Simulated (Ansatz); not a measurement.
`NC=O` and `C[SiH2]C(N)=O` differ in one atom or group.

Ansatz, PBE0-D4/def2-TZVP geometries, multiplicity 1. Each molecule was computed in one conformer, which needn't be the lowest.

```csv
property,`NC=O`
size of the dipole moment (PBE/def2-TZVPP) / D,3.82
LUMO energy (PBE/def2-TZVPP) / eV,-0.55
HOMO energy (PBE/def2-TZVPP) / eV,-5.94
size of the dipole moment (ωB97M-V/def2-TZVPP) / D,3.96
HOMO energy (PBE0/def2-TZVPP) / eV,-7.59
HOMO–LUMO gap (ωB97M-V/def2-TZVPP) / eV,12.39
```

Task: Give the same properties after the change, and the shifts. (Best estimate.)

Result: Ansatz gave: 
```tsv
property	`C[SiH2]C(N)=O`	shift
size of the dipole moment (PBE/def2-TZVPP) / D	2.88	-0.94
LUMO energy (PBE/def2-TZVPP) / eV	-1.17	-0.62
HOMO energy (PBE/def2-TZVPP) / eV	-5.47	0.47
size of the dipole moment (ωB97M-V/def2-TZVPP) / D	3.10	-0.86
HOMO energy (PBE0/def2-TZVPP) / eV	-6.94	0.65
HOMO–LUMO gap (ωB97M-V/def2-TZVPP) / eV	11.08	-1.31
```

With PBE0 the HOMO rises by 0.65 eV and the LUMO falls by 0.77 eV, so the gap narrows by about 1.42 eV. PBE moves the HOMO by 0.47 eV and ωB97M-V by 0.76 eV. The zero-point energy changes by 115.9 kJ/mol with +18 modes. Dipoles are sizes alone; their direction can turn.
